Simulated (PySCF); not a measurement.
Species: C₄H₅N₂OS (doublet state).
Z-matrix (Å and degrees, GFN2-xTB geometry), rows numbered from 1:
```
C 
O   1  1.4120
C   2  1.3386  1  118.87
C   3  1.3821  2  129.49  1     0.26
C   4  1.4443  3  122.96  2   179.87
N   5  1.2941  4  114.14  3  -179.94
S   6  1.6448  5  108.92  4    -0.01
N   4  1.3542  3  126.61  2    -0.08
H   1  1.0918  2  111.10  3   -60.47
H   1  1.0886  2  105.85  3   179.81
H   1  1.0920  2  111.06  3    60.15
H   3  1.0799  2  111.53  1  -179.86
H   5  1.0747  4  125.32  3     0.10
```

The hyperfine couplings belong to this conformer and change with its torsions.

The species is `CO[CH]c1cnsn1` [radical].

Method: PySCF 2.14.0, UKS B3LYP, pcH-1 on C H N O S, non-relativistic, mean-field spin-orbit, GIAO. Isolated species at its GFN2-xTB geometry (one conformer only). A GFN2-xTB geometry isn't a minimum of the functional, and hyperfine couplings can be far from their values at a DFT geometry. The SCF solution wasn't tested for stability.

Question: What is the g tensor, term by term?

Answer: 
| Δg (ppm) | 1 | 2 | 3 |
| --- | --- | --- | --- |
| relativistic mass correction | -229 | -229 | -229 |
| gauge correction | -9 | 51 | 41 |
| orbital Zeeman/spin–orbit | -76 | 1667 | 4684 |
| total | -314 | 1488 | 4495 |

So g = 2.00201, 2.00381, 2.00681 and g_iso = 2.00421; the tensor is rhombic: the two nearest values differ by 37 % of g3 − g1. Axes: g2 points within 9° of the S7–N8 bond and g3 points within 2° of the N6–S7 bond.

Question: Average each term over the three axes. Which is largest in size?

Answer: The orbital-Zeeman/spin–orbit term 2092, the mass correction -229 and the gauge correction 27 ppm, for a total of 1890 ppm. The orbital-Zeeman/spin–orbit term is the largest in size. The mass correction is the same along every axis, so the anisotropy comes from the other two: their spans along these axes are 60 (gauge) and 4759 ppm (orbital Zeeman/spin–orbit).

Question: At 9.38 GHz, how far is the centre of the isotropic spectrum from where a free electron (g = 2.002319) resonates?

Answer: B = hν/(g μB) with μB/h = 13.99624 MHz/mT gives 334.70 mT for the free electron and 334.39 mT at g_iso, 0.32 mT lower.

Question: In a frozen sample, at which fields do the three g values resonate at 9.5, 34, 94 and 263 GHz (hyperfine left aside), and which band first spreads them over more than twice a line width of 0.3 mT?

Answer: 
| band | GHz | B(g3) mT | B(g2) mT | B(g1) mT | spread mT |
| --- | --- | --- | --- | --- | --- |
| X | 9.5 | 338.22 | 338.73 | 339.04 | 0.81 |
| Q | 34.0 | 1210.49 | 1212.30 | 1213.39 | 2.91 |
| W | 94.0 | 3346.64 | 3351.66 | 3354.68 | 8.04 |
| J | 263.0 | 9363.47 | 9377.53 | 9385.97 | 22.49 |

The spread grows in proportion to the frequency. X band is the first where it exceeds 0.6 mT.

The Mulliken spin populations are largest on C3 (+0.54), N8 (+0.33), S7 (+0.15) and C4 (-0.13). The positive populations add up to 1.23 and the negative ones to -0.23, together 2S = 1. The angles at C3 add up to 360.0°, so it is planar.

The HOMO–LUMO gaps are 3.71 eV among the α and 5.21 eV among the β orbitals.
